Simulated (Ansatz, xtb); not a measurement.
# Ranking isomers of CHS2Si+

3 gas-phase structures of CHS2Si+, found in a search over its isomers (lower ones may exist). Each was relaxed with GFN2-xTB:

A. a singlet given by its coordinates
B. a singlet given by its coordinates
C. `S=[SiH]C#[S+]`, a singlet

B (Å):

```xyz
5

C    -1.9501    0.1764   -0.6344
S    -2.5310    0.2357    0.9370
S    -1.6816    1.6012   -1.4751
Si   -2.4486    2.5567    0.5388
H    -1.7492   -0.7781   -1.1044
```

Close contacts (Å): C1–S2 1.68, C1–S3 1.68, S2–Si4 2.36, S3–Si4 2.36, C1–H5 1.08.

A (Å):

```xyz
5

C    -2.3462    0.5560   -0.2546
S    -2.3225    1.9949    0.6041
S    -1.3264   -0.0705   -1.4511
Si   -3.1806   -1.1295   -0.6205
H    -1.2149    2.5317    0.0476
```

Close contacts (Å): C1–S2 1.68, C1–S3 1.69, C1–Si4 1.92, S3–Si4 2.29, S2–H5 1.35.

Problem. Make a reasoned guess at their ranking by r2SCAN-D4/def2-SVP single-point energy.

Solution. Calculated order at r2SCAN-D4/def2-SVP: B (0.0), A (10.3), C (63.6) kJ/mol.

Energies above the lowest of each column, in kJ/mol; the last columns are at B3LYP-D3(BJ)/def2-SVP geometries:

| structure | GFN2-xTB | HF/STO-3G | r2SCAN-D4/def2-SVP | B3LYP-D3(BJ)/def2-SVP | CCSD(T)/def2-TZVP |
| --- | --- | --- | --- | --- | --- |
| B | 0.0 | 0.0 | 0.0 | 0.0 | 0.0 |
| A | 76.5 | 49.0 | 10.3 | 21.8 | 35.7 |
| C | 45.8 | 223.6 | 63.6 | 79.8 | 77.0 |

Every level run on B puts it lowest or level with the lowest. Large T1 diagnostics make some coupled-cluster values less sure.

Programs: Ansatz 0.2.0, xtb 6.7.1.
